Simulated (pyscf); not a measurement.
PySCF, gas phase, ωB97X-D3(BJ)/def2-SVP geometries. Correlated levels are frozen-core, on RHF or UHF. ΔMP2 is the change of the MP2 total energy from the triple- to the quadruple-zeta basis.

Question: For the elementary gas-phase step :Ge=Se (SMILES [Ge]=[Se]) [singlet] + H₂Se (SMILES [SeH2]) → Se=GeH–SeH (SMILES [Se]=[GeH][SeH]) (singlet surface; H–Se broken, Ge–Se, Ge–H formed), what barrier and reaction energy does CCSD(T)/def2-TZVPP + ΔMP2(QZVPP) give, measured from the separated reactants?

Answer: ΔE‡ = 37.0 kcal/mol, ΔE = -10.2 kcal/mol. Zero-point energy shifts the barrier by -0.6 kcal/mol. It is an insertion, with an imaginary mode of 1298i cm⁻¹. On the reactant side the descent ends in a complex (not fully relaxed), 6.3 kcal/mol under the separated species and 42.2 kcal/mol under the saddle at ωB97X-D3(BJ)/def2-TZVP. This is the saddle that the search found; another between the same sides may lie lower. The CCSD(T) − MP2 part came from Ansatz, without density fitting, on the same reference. The frozen core leaves the outer d or s,p core shells of the metals and heavy elements correlated in the MP2 and CC values, and def2-TZVPP describes them poorly, which can shift differences by a few kcal/mol. Elements up to Kr have no core potential and no relativistic terms here.
